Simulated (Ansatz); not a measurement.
Isolated molecules relaxed with PBE0-D4/def2-TZVP in Ansatz; ΔE leaves out vibrations. CCSD(T)/CBS adds triple-zeta CCSD(T) − MP2 to the extrapolated MP2 energy (def2 sets, frozen cores). DFT in def2-TZVPP. B3LYP here is the variant with VWN-RPA as its local correlation; programs differ in this. For Br, Ga outer-core shells are correlated without core-valence functions, which leaves a few kJ/mol of doubt a bond. Scalar relativity is left out up to krypton. One conformer a species, not always the lowest.

`COB(Br)OC` + `[OH][Ga]([SH])[SH]` → `COB(O)OC` + `[SH][Ga]([SH])[Br]`  (redistribution)

`COB(Br)OC`:

Z-matrix (Å, degrees):
```
C
O 1 1.419
H 1 1.092 2 111.0
H 1 1.092 2 110.9 3 121.0
H 1 1.089 2 107.2 3 -119.5
B 2 1.344 1 120.1 3 -60.2
O 6 1.347 2 121.4 1 0.0
Br 6 1.940 2 116.7 1 -180.0
C 7 1.414 6 124.4 2 180.0
H 9 1.092 7 111.0 6 60.2
H 9 1.090 7 107.2 6 179.7
H 9 1.092 7 110.9 6 -60.9
```

`[OH][Ga]([SH])[SH]`:

Cartesian coordinates in Å:
```
O 1.043 -0.041 -1.094
Ga -0.092 -0.040 0.280
S 0.717 -0.726 2.190
S -2.184 0.605 0.107
H 0.672 0.267 -1.923
H 1.927 -0.942 1.645
H -2.082 0.878 -1.204
```

`COB(O)OC`:

```xyz
13

C    -0.688   -1.586   -1.237
O    -0.171   -0.796   -0.186
B    -0.077    0.554   -0.329
O    -0.497    1.154   -1.485
O     0.438    1.326    0.669
C     0.872    0.766    1.890
H    -0.083   -1.486   -2.142
H    -0.671   -2.625   -0.907
H    -1.716   -1.302   -1.476
H    -0.373    2.105   -1.450
H     1.773    1.294    2.207
H     1.092   -0.299    1.789
H     0.102    0.896    2.655
```

`[SH][Ga]([SH])[Br]`:

Cartesian coordinates in Å:
```
S -1.136 -0.886 -1.672
Ga -0.043 0.009 -0.005
S -1.023 1.391 1.375
Br 2.162 -0.510 0.301
H -0.057 -1.565 -2.096
H 0.098 1.561 2.096
```

| level | ΔE (kJ/mol) | difference from CCSD(T)/CBS |
| --- | --- | --- |
| PBE-D4 | -115.4 | 1.2 |
| r2SCAN-D4 | -120.7 | -4.1 |
| PBE0-D4 | -125.1 | -8.5 |
| B3LYP-D4 | -124.2 | -7.6 |
| ωB97X-V | -119.7 | -3.1 |
| ωB97M-V | -122.7 | -6.1 |
| B2PLYP | -120.8 | -4.2 |
| PBE | -116.0 | 0.6 |
| r2SCAN | -121.0 | -4.4 |
| PBE0 | -125.6 | -9.0 |
| B3LYP | -125.1 | -8.5 |
| HF/def2-TZVPP | -144.9 | -28.3 |
| MP2/def2-TZVPP | -113.7 | 2.9 |
| SCS-MP2/def2-TZVPP | -115.2 | 1.4 |
| CCSD/def2-TZVPP | -122.0 | -5.4 |
| CCSD(T)/def2-TZVPP | -117.8 | -1.2 |
| HF/def2-QZVPP | -143.5 | -26.9 |
| MP2/def2-QZVPP | -112.5 | 4.1 |
| SCS-MP2/def2-QZVPP | -114.2 | 2.4 |
| HF/CBS(def2) | -143.3 | -26.7 |
| MP2/CBS(def2) | -112.5 | 4.1 |
| CCSD/CBS(def2) | -120.7 | -4.1 |
| CCSD(T)/CBS | -116.6 | 0 |

Largest T1 diagnostic among the species: 0.013.

From PBE to PBE0 (25 % exact exchange), in def2-TZVPP and without D4, ΔE moves by −9.6 kJ/mol. In def2-TZVPP, CCSD(T) changes the Hartree–Fock value by +27.1 kJ/mol (the triples alone add +4.2 kJ/mol) and MP2 by +31.2 kJ/mol.
